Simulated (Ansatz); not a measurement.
InGa5. Total charge 0; triplet. Geometry PBE-D4/def2-SVP, that of the neutral singlet; atoms count from 1.

```xyz
6

Ga    0.801    0.628    1.655
Ga    0.735   -1.304   -1.604
Ga   -1.273    1.660    0.580
Ga   -0.076   -1.622    0.761
Ga   -2.020   -0.529   -0.498
In    1.833    1.167   -0.893
```

In the def2 sets In takes a core potential; there is no spin–orbit coupling. At PBE0-D4/def2-SVP a singlet of charge 0 lies 0.46 eV below the triplet at the same geometry. The structure comes from a short search, and lower isomers may exist.

**Question.** Estimate the Mulliken populations from the PBE0/def2-SVP orbitals of Ansatz.

**Answer.** 
| atom | charge (e) | spin (α − β) |
| --- | --- | --- |
| Ga1 | 0.02 | 0.27 |
| Ga2 | -0.01 | 0.35 |
| Ga3 | -0.03 | 0.35 |
| Ga4 | -0.04 | 0.38 |
| Ga5 | -0.03 | 0.34 |
| In6 | 0.09 | 0.31 |
Mulliken values and Mayer orders depend strongly on the basis.

**Question.** Where does the spin sit?

**Answer.** Summed by element: Ga 1.69, In 0.31, of 2 unpaired in all. Largest on single atoms: Ga4 0.38, Ga3 0.35, Ga2 0.35.

**Question.** And the Mayer bond orders between bonded heavy atoms (over 0.3)?

**Answer.** Ga1–Ga3 0.58 (2.55 Å); Ga1–Ga4 0.75 (2.57 Å); Ga1–In6 0.52 (2.80 Å); Ga2–Ga4 0.59 (2.52 Å); Ga2–In6 0.67 (2.80 Å); Ga3–Ga5 0.75 (2.55 Å); Ga4–Ga5 0.56 (2.56 Å). Values over 0.3 also appear between atoms too far apart for a bond (Ga1–Ga5 0.31 at 3.73 Å; Ga2–Ga5 0.47 at 3.07 Å; Ga3–Ga4 0.33 at 3.50 Å; Ga3–In6 0.32 at 3.47 Å); they arise where an orbital or an unpaired electron spreads over both atoms.
